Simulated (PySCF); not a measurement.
Al(OH)2 (AlH2O2), SMILES [OH][Al+][OH], charge +1.

The structure is a stationary point at B3LYP-D3(BJ)/def2-TZVP. The spin state was assumed, not searched. The isomer is the one that the SMILES or the coordinates give; other isomers of the formula were not compared. One conformer was computed; it need not be the lowest.

Two levels are set side by side: TDDFT-PBE/def2-SVPD (PySCF) and TDDFT-CAM-B3LYP/def2-SVPD (PySCF). Vertical, same geometry. The lowest singlet is HOMO→LUMO 100 % with PBE and HOMO→LUMO 99 % with the other functional; states are paired by order. Differences are taken from unrounded values.

| quantity | TDDFT-CAM-B3LYP |
|---|---|
| lowest singlet excitation (eV) | 6.05 |
| lowest triplet excitation (TDA) (eV) | 5.68 |
| first bright state (f over 0.05) (eV) | 6.66 |
| its oscillator strength | 0.07 |

What does TDDFT-PBE give, and how far is it from TDDFT-CAM-B3LYP? (Estimate from the structure and the level; the computed values follow.)


```csv
quantity,TDDFT-PBE,TDDFT-PBE minus TDDFT-CAM-B3LYP
lowest singlet excitation (eV),5.19,-0.86
lowest triplet excitation (TDA) (eV),4.88,-0.79
first bright state (f over 0.05) (eV),5.68,-0.98
its oscillator strength,0.06,-0.01
```

Functionals without exact exchange tend to place singlet excitations lower, as here. Differences between two approximate levels are no errors against the true value.

Rough cost on one machine, each run with all the roots and properties that it gave: TDDFT-CAM-B3LYP against TDDFT-PBE about 3 times.
